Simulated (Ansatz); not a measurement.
Ta3. The state is a doublet with charge 0. Geometry PBE-D4/def2-TZVP, that of the charge +1 singlet; atoms count from 1.

```tsv
atom	x (Å)	y (Å)	z (Å)
Ta1	-0.307	-1.278	-0.623
Ta2	-0.945	0.797	0.765
Ta3	1.252	0.480	-0.142
```

In the def2 sets Ta takes a core potential; there is no spin–orbit coupling. The charge 0 doublet is spin-contaminated (final ⟨S²⟩ up to 1.96, 0.75 for a pure state). The structure comes from a short search, and lower isomers may exist.

(1) Estimate the Mulliken populations from the PBE0/def2-TZVP orbitals of Ansatz.

(2) Where does the spin sit?

(3) And the Mayer bond orders between bonded heavy atoms (over 0.3)?

Results:

(1) 
```
atom  charge (e)  spin (α − β)  d electrons
 Ta1       -0.02          1.52         3.63
 Ta2       -0.02          0.18         3.60
 Ta3        0.05         -0.71         3.69
```
Mulliken values and Mayer orders depend strongly on the basis.

(2) Summed by element: Ta 1.00, of 1 unpaired in all. Largest on single atoms: Ta1 1.52, Ta3 -0.71, Ta2 0.18.

(3) Ta1–Ta2 2.05 (2.58 Å); Ta1–Ta3 2.49 (2.40 Å); Ta2–Ta3 2.69 (2.40 Å).
